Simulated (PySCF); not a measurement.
Isomers of C9H12O. Theory: PBE0-D3(BJ)/def2-SVP geometry optimisation, gas phase in PySCF 2.14.0. One conformer each; no zero-point energy, no entropy. No frequencies were run at this level. Point groups hold within 0.08 Å.

Question: Order them by energy at this level, lowest first, and give relative energies in kcal/mol.
A. `[CH3:1][CH:2]([CH3:3])[c:4]1[cH:5][cH:6][c:7]([OH:8])[cH:9][cH:10]1` with C1–C2–C4–C5 63°, C6–C7–O8–H 0°
B. `[CH3:1][CH2:2][O:3][C@H:4]1[C@H:5]2[CH:6]=[CH:7][C@@H:8]1[CH:9]=[CH:10]2` with C1–C2–O3–C4 175°, C2–O3–C4–C5 75°
C. `[CH3:1][O:2][C:3]1=[CH:4][CH:5]=[CH:6][C:7]12[CH2:8][CH2:9][CH2:10]2` with C1–O2–C3–C4 0°
D. `[CH3:1][O:2][c:3]1[cH:4][cH:5][cH:6][c:7]([CH3:8])[c:9]1[CH3:10]` with C1–O2–C3–C4 1°

Answer: A (0.0), D (6.8), C (49.6), B (57.6).

As drawn, the lowest has an aromatic ring and an O–H bond, which the highest lacks; the highest has a C=C bond outside aromatic rings, which the lowest lacks.

```
                       SMILES      E (Eh)  E rel (kcal/mol)  dipole (D)  point group       A, B, C (MHz)
             CC(C)c1ccc(O)cc1  -424.62891               0.0        1.33           Cs  3315, 731.2, 688.0
               COc1cccc(C)c1C  -424.61806               6.8        0.88           Cs   2210, 1112, 750.3
             COC1=CC=CC12CCC2  -424.54993              49.6        1.22           Cs   2023, 1248, 881.8
CCO[C@H]1[C@H]2C=C[C@@H]1C=C2  -424.53719              57.6        1.02           C1  3033, 910.2, 883.9
```
